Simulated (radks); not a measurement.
Computed order of ionisation of gold. At each step one electron was removed from each of the four highest sub-shells of the ion before, moves of one valence electron (up to charge 6) and the configuration listed by NIST were tried, and the lowest configuration was kept. All-electron calculation, non-relativistic Kohn-Sham, PBE, spin-polarised, spherical densities, point nucleus. Program: a radial shooting solver on a logarithmic mesh with Libxc functionals. Open shells are filled with parallel spins first.

[
 {"species": "Au", "lowest configuration found": "[Xe] 4f14 5d10 6s1", "NIST configuration": "same", "margin to the next tried (eV)": "3.489", "IE (eV)": "7.458", "NIST IE (eV)": "9.226", "kind": "exp."},
 {"species": "Au+", "lowest configuration found": "[Xe] 4f14 5d10", "NIST configuration": "same", "margin to the next tried (eV)": "5.649", "IE (eV)": "21.692", "NIST IE (eV)": "20.20", "kind": "exp."},
 {"species": "Au2+", "lowest configuration found": "[Xe] 4f14 5d9", "NIST configuration": "same", "margin to the next tried (eV)": "8.500", "IE (eV)": "34.239", "NIST IE (eV)": "30", "kind": "theory"},
 {"species": "Au3+", "lowest configuration found": "[Xe] 4f14 5d8", "NIST configuration": "same", "margin to the next tried (eV)": "11.506", "IE (eV)": "47.826", "NIST IE (eV)": "45", "kind": "theory"},
 {"species": "Au4+", "lowest configuration found": "[Xe] 4f14 5d7", "NIST configuration": "same", "margin to the next tried (eV)": "14.602", "IE (eV)": "62.256", "NIST IE (eV)": "60", "kind": "theory"},
 {"species": "Au5+", "lowest configuration found": "[Xe] 4f14 5d6", "NIST configuration": "same", "margin to the next tried (eV)": "17.726", "IE (eV)": "77.379", "NIST IE (eV)": "74", "kind": "theory"},
 {"species": "Au6+", "lowest configuration found": "[Xe] 4f14 5d5", "NIST configuration": "same", "margin to the next tried (eV)": "26.042", "IE (eV)": "98.047", "NIST IE (eV)": "94", "kind": "theory"},
 {"species": "Au7+", "lowest configuration found": "[Xe] 4f14 5d4", "NIST configuration": "same", "margin to the next tried (eV)": "47.622", "IE (eV)": "115.06", "NIST IE (eV)": "112", "kind": "theory"},
 {"species": "Au8+", "lowest configuration found": "[Xe] 4f14 5d3", "NIST configuration": "same", "margin to the next tried (eV)": "49.385", "IE (eV)": "132.60", "NIST IE (eV)": "130", "kind": "theory"},
 {"species": "Au9+", "lowest configuration found": "[Xe] 4f14 5d2", "NIST configuration": "same", "margin to the next tried (eV)": "51.261", "IE (eV)": "150.62", "NIST IE (eV)": "149", "kind": "theory"},
 {"species": "Au10+", "lowest configuration found": "[Xe] 4f14 5d1", "NIST configuration": "same", "margin to the next tried (eV)": "53.268", "IE (eV)": "169.04", "NIST IE (eV)": "168", "kind": "semi-emp."},
 {"species": "Au11+", "lowest configuration found": "[Xe] 4f14", "NIST configuration": "same", "margin to the next tried (eV)": "55.434", "IE (eV)": "245.59", "NIST IE (eV)": "248", "kind": "semi-emp."},
 {"species": "Au12+", "lowest configuration found": "[Kr] 4d10 4f14 5s2 5p5", "NIST configuration": "same", "margin to the next tried (eV)": "33.833", "IE (eV)": "266.85", "NIST IE (eV)": "275", "kind": "theory"},
 {"species": "Au13+", "lowest configuration found": "[Kr] 4d10 4f14 5s2 5p4", "NIST configuration": "same", "margin to the next tried (eV)": "34.328", "IE (eV)": "288.22", "NIST IE (eV)": "299", "kind": "theory"}
]

Reference values: NIST Atomic Spectra Database (exp. = measured, semi-emp. = semi-empirical, theory = theoretical value adopted there). Relativity is left out here, which matters for elements this heavy. Open shells are spherical and high-spin; term and fine-structure splittings are not resolved.
